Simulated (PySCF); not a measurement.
## Radial density of Tl (thallium, neutral)

UHF, [Xe] 4f14 5d10 6s1 6p2, high-spin 4P determinant (an excited configuration). Calculation: PySCF 2.14, in ANO-RCC-VTZP; the spin-free X2C one-electron Hamiltonian (Gaussian nucleus).

```
r (bohr)  4πr²ρ (e/bohr)  4πr²(ρα − ρβ)
  0.0190           99.63         0.0052
  0.0319           121.6         0.0154
  0.0537           151.8         0.0040
  0.0904           118.4        -0.0167
   0.152           140.3         0.0238
   0.256           79.11         0.0181
   0.430           84.80        -0.0151
   0.723           27.93         0.1306
    1.22           15.74        -0.0910
    2.05           3.582         1.0374
    3.44          0.9318         0.8424
    5.79          0.1284         0.1284
    9.74        0.002456         0.0025
```

Densities and radii are taken from the X2C orbitals without a picture-change correction, which distorts them close to the nucleus.

Spin-orbit coupling is strong in this species (close to jj coupling), so the high-spin LS determinant is a model state, not a physical level.

Where is the radial spin density 4πr²(ρα − ρβ) most negative, and why is it negative at all?

Around r = 1.22 bohr, down to -0.0910 e/bohr: exchange with the open shell polarises the paired shells in an unrestricted calculation.
